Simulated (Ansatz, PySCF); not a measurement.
C5H12Si, SMILES C(CC)/C=C\[SiH3]. Atoms are numbered in the order given.

```xyz
18

C     -2.8484    -0.9377     0.4425
C     -1.6965    -0.9433    -0.5507
C     -0.9154     0.3743    -0.6245
C     -0.2550     0.7571     0.6632
C      1.0630     0.7090     0.9123
Si     2.3739     0.1644    -0.3121
H     -2.4973    -0.8030     1.4772
H     -3.4058    -1.8859     0.4082
H     -3.5615    -0.1257     0.2251
H     -0.9929    -1.7557    -0.3011
H     -2.0821    -1.1712    -1.5585
H     -1.6073     1.1820    -0.9256
H     -0.1618     0.3005    -1.4267
H     -0.9285     1.0871     1.4659
H      1.3999     1.0077     1.9127
H      3.7013     0.1405     0.3738
H      2.0998    -1.2051    -0.8518
H      2.4695     1.0948    -1.4819
```
Charge 0, spin multiplicity 1.

Geometry optimised at PBE0-D3(BJ)/def2-SVP. The structure was generated by enumeration; whether it is a known compound was not checked. Other conformers were not sampled.

Two levels are set side by side: PBE-D3(BJ)/def2-SVP (Ansatz, a quantum-chemistry and plane-wave program) and PBE0-D3(BJ)/def2-SVP (Ansatz). Each level has its own optimised geometry; the coordinates shown are those of the second. Frequencies come from the Hessian of PySCF at each geometry. Differences are taken from unrounded values.

```csv
quantity,PBE0-D3(BJ),PBE-D3(BJ),PBE-D3(BJ) minus PBE0-D3(BJ)
mean bond length (Å),1.304,1.313,0.009
bond C1–C2 (Å),1.521,1.530,0.009
bond C2–C3 (Å),1.533,1.544,0.011
bond C3–C4 (Å),1.497,1.503,0.006
bond C4–C5 (Å),1.342,1.353,0.011
bond C5–Si6 (Å),1.875,1.884,0.009
bond C1–H7 (Å),1.101,1.109,0.008
bond C1–H8 (Å),1.100,1.108,0.008
bond C1–H9 (Å),1.102,1.111,0.008
bond C2–H10 (Å),1.103,1.112,0.008
bond C2–H11 (Å),1.103,1.111,0.008
bond C3–H12 (Å),1.105,1.114,0.009
bond C3–H13 (Å),1.103,1.111,0.008
bond C4–H14 (Å),1.099,1.107,0.008
bond C5–H15 (Å),1.097,1.105,0.008
bond Si6–H16 (Å),1.494,1.504,0.010
bond Si6–H17 (Å),1.497,1.508,0.010
highest harmonic wavenumber (cm⁻¹),3173,3080,-93
mean harmonic wavenumber (cm⁻¹),1396,1351,-45
zero-point energy (kcal/mol),95.80,92.70,-3.10
```

Exact exchange shortens and stiffens bonds; PBE has none. Differences between two approximate levels are no errors against the true value.
